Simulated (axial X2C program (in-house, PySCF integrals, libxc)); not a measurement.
# Outer orbitals of MoC at 1.652 Å, HF

All values were computed with an in-house relativistic program for diatomic molecules. Spin-free means the one-electron spin-free X2C Hamiltonian; two-component (2c) means X2C with spin–orbit coupling and atomic mean-field two-electron Coulomb and Gaunt terms, so the difference of the two also holds small scalar two-electron terms. Basis: Mo dyall-cv3z [11s12p9d5f3g], C dyall-v3z [7s6p2d1f] (cores contracted in-house); Gaussian nuclei, density fitting, unrestricted open shells. Masses: Mo 97.905 u, C 12.000 u.

The distance is close to the 2c PBE0 minimum; the highest filled and lowest empty levels are listed.

Spin-free orbitals, state M_S = 1, Λ = 0 (beyond evenly filled blocks: δ+α, δ-α) (Löwdin shares):

| symmetry | occupied | ε (eV) | atomic character |
| --- | --- | --- | --- |
| σβ | yes | -20.72 | 57% C s, 18% Mo d, 12% Mo p |
| σα | yes | -15.39 | 42% C s, 38% Mo d, 9% Mo p |
| σβ | yes | -10.01 | 61% C p, 27% Mo d, 5% Mo p |
| π-β | yes | -9.81 | 64% C p, 24% Mo d, 5% Mo f |
| π+β | yes | -9.81 | 64% C p, 24% Mo d, 5% Mo f |
| π-α | yes | -9.61 | 79% Mo d, 17% C p, 3% C d |
| π+α | yes | -9.61 | 79% Mo d, 17% C p, 3% C d |
| δ-α | yes | -9.28 | 99% Mo d |
| δ+α | yes | -9.28 | 99% Mo d |
| σα | yes | -7.93 | 40% Mo d, 37% Mo s, 13% C s |
| σα | no | -0.26 | 54% Mo p, 34% Mo s, 6% C p |
| σβ | no | 0.07 | 68% Mo s, 31% Mo p |
| π-α | no | 0.63 | 92% Mo p, 6% C p, 2% Mo d |
| π+α | no | 0.63 | 92% Mo p, 6% C p, 2% Mo d |

Spinors with spin–orbit coupling (state Ω = 1):

```json
{"ω": "-1/2", "occupied": "yes", "ε (eV)": "-20.71", "atomic character": "57% C s, 18% Mo d, 12% Mo p", "λ mixture": "100% σ"}
{"ω": "1/2", "occupied": "yes", "ε (eV)": "-15.39", "atomic character": "42% C s, 38% Mo d, 9% Mo p", "λ mixture": "100% σ"}
{"ω": "-1/2", "occupied": "yes", "ε (eV)": "-10.02", "atomic character": "60% C p, 29% Mo d, 5% Mo p", "λ mixture": "98% σ, 2% π"}
{"ω": "1/2", "occupied": "yes", "ε (eV)": "-9.82", "atomic character": "64% C p, 24% Mo d, 5% Mo f", "λ mixture": "100% π"}
{"ω": "-3/2", "occupied": "yes", "ε (eV)": "-9.80", "atomic character": "63% C p, 26% Mo d, 5% Mo f", "λ mixture": "98% π, 2% δ"}
{"ω": "-1/2", "occupied": "yes", "ε (eV)": "-9.64", "atomic character": "78% Mo d, 18% C p, 3% C d", "λ mixture": "98% π, 2% σ"}
{"ω": "3/2", "occupied": "yes", "ε (eV)": "-9.57", "atomic character": "79% Mo d, 17% C p, 3% C d", "λ mixture": "100% π"}
{"ω": "-3/2", "occupied": "yes", "ε (eV)": "-9.38", "atomic character": "98% Mo d", "λ mixture": "98% δ, 2% π"}
{"ω": "5/2", "occupied": "yes", "ε (eV)": "-9.19", "atomic character": "99% Mo d", "λ mixture": "100% δ"}
{"ω": "1/2", "occupied": "yes", "ε (eV)": "-7.94", "atomic character": "40% Mo d, 36% Mo s, 13% C s", "λ mixture": "100% σ"}
{"ω": "1/2", "occupied": "no", "ε (eV)": "-0.26", "atomic character": "54% Mo p, 34% Mo s, 6% C p", "λ mixture": "100% σ"}
{"ω": "-1/2", "occupied": "no", "ε (eV)": "0.07", "atomic character": "68% Mo s, 31% Mo p", "λ mixture": "100% σ"}
{"ω": "-1/2", "occupied": "no", "ε (eV)": "0.62", "atomic character": "91% Mo p, 6% C p, 2% Mo d", "λ mixture": "100% π"}
{"ω": "3/2", "occupied": "no", "ε (eV)": "0.65", "atomic character": "92% Mo p, 6% C p, 2% Mo d", "λ mixture": "100% π"}
```

Mulliken charges and populations of the two-component result (they depend on the basis, above all on diffuse functions):

Mo 0.28 e (s 8.47 p 18.04 d 15.16 f 0.04 g 0.01), C -0.28 e (s 3.58 p 2.64 d 0.05 f 0.01). ⟨Lz⟩ = 0.00 ħ and ⟨Sz⟩ = 1.00 ħ (2.04 and -1.04 on the two atoms), which add up to Ω.

The state is one determinant whose occupation by symmetry is held fixed; it was picked as the lowest of a PBE0 search that is not exhaustive. With several unpaired electrons one determinant need not be a pure state. Open-shell Ω = 0 determinants with evenly filled partner blocks cannot be reached by this program, so the Ω shown need not be the lowest component. The determinant is spin-polarised beyond a pure state at some levels (its spin-free form has ⟨S²⟩ too high), which makes Re and μ there less reliable.
